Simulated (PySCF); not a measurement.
SMILES O[Si](O)(O)C#C[Si](O)(O)O at its GFN2-xTB optimised geometry (Å):

```
16

Si    -0.3357    -0.8640     0.0000
O     -0.8534     0.6764     0.0000
O     -0.8524    -1.5843    -1.3620
O      1.2896    -0.8640     0.0000
C     -0.9827    -1.7640     1.4937
C     -1.4040    -2.3482     2.4637
Si    -2.0498    -3.2474     3.9581
O     -3.2881    -2.4285     4.6193
O     -0.8782    -3.4040     5.0735
O     -2.5717    -4.7299     3.5447
H     -1.7520     0.8640    -0.2508
H     -0.4343    -2.3900    -1.6478
H      1.7520    -0.2742     0.5868
H     -3.1055    -1.6532     5.1402
H     -0.2024    -4.0619     4.9469
H     -3.4089    -4.8197     3.1011
```

Calculation: PBE0/def2-TZVP run with PySCF 2.14.0. Cells within 0.4 Å of a nucleus heavier than hydrogen are left out (blank, or x).

Map of the electrostatic potential (hartree/e), clipped to [-0.08, 0.12] on the plane z = 0.0 Å:

```
|3333333332222222222222222233333|
|3333333332222222222222222333333|
|3333333332222222222222222333333|
|3333333333222222222222223333333|
|3333333333222222222222223333333|
|3333333333221111122222233333333|
|3334444433221111112222233333333|
|3444445544321000111222333333333|
|3444556665421000011222333333333|
|4445568999765200011223333333333|
|4445689999999941012233333333333|
|444579999999x994122333444443333|
|44457999999xxx99433344554443333|
|44456899999xxx99754456665544333|
|3445579999999999996678876544333|
|3344567899999999999999997544333|
|3334456789999999999999997543333|
|3333445699999xx9999xx9996433333|
|3333344699999xxx999xxx995333333|
|3333334589999xxx999xxx983222222|
|2222233479999999999999931122222|
|2222223358999999999999300112222|
|2222222235999999997431000112222|
|2222222223589999985210000112222|
|2222221222356888754211011112222|
|2222221122234566543221111122222|
|2222222122233444443222222222222|
|2222222222223334333322222222222|
|2222222222223333333322222222222|
|3222222222223333333322222222222|
|3322222222223333333332222222222|
```
Scale: ten equal steps from -0.053 (start of '0') to 0.120 (end of '9'), in the order '0123456789'; x runs from -4.00 to 4.00, y from -4.00 (bottom) to 4.00 (top).
